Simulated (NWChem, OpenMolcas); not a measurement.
**How basis sets differ on GeH2Cl2O (SMILES [OH][GeH]([Cl])[Cl])**

GeH2Cl2O: 6 atoms, total charge 0, spin state singlet. As SMILES, `[OH][GeH]([Cl])[Cl]`. The coordinates come from a PBE0-D4/def2-TZVP relaxation. This is one conformer, not always the lowest.

Quantity: the HOMO–LUMO gap, in eV. The values are calculated.

```json
{"level": "HF/ANO-R0 (sfX2C)", "kind": "Hartree–Fock", "program": "OpenMolcas", "value (eV)": "14.19", "CPU time": "6.4 s"}
{"level": "HF/ANO-RCC-MB (DKH2)", "kind": "Hartree–Fock", "program": "OpenMolcas", "value (eV)": "14.93", "CPU time": "6.8 s"}
{"level": "HF/STO-3G", "kind": "Hartree–Fock", "program": "NWChem", "value (eV)": "17.75", "CPU time": "5.3 s"}
{"level": "HF/3-21G", "kind": "Hartree–Fock", "program": "OpenMolcas", "value (eV)": "15.64", "CPU time": "3.1 s"}
{"level": "HF/cc-pVDZ", "kind": "Hartree–Fock", "program": "OpenMolcas", "value (eV)": "15.89", "CPU time": "9.8 s"}
```

All-electron rows without a relativistic Hamiltonian named are non-relativistic. The values span 14.19 to 17.75 eV. A Hartree–Fock LUMO above zero doesn't converge with the basis: it sinks as sets grow more diffuse. Orbital gaps aren't excitation energies. Times are those of the runs behind each value, whatever else they computed, on shared processors of several kinds: orders of magnitude only.
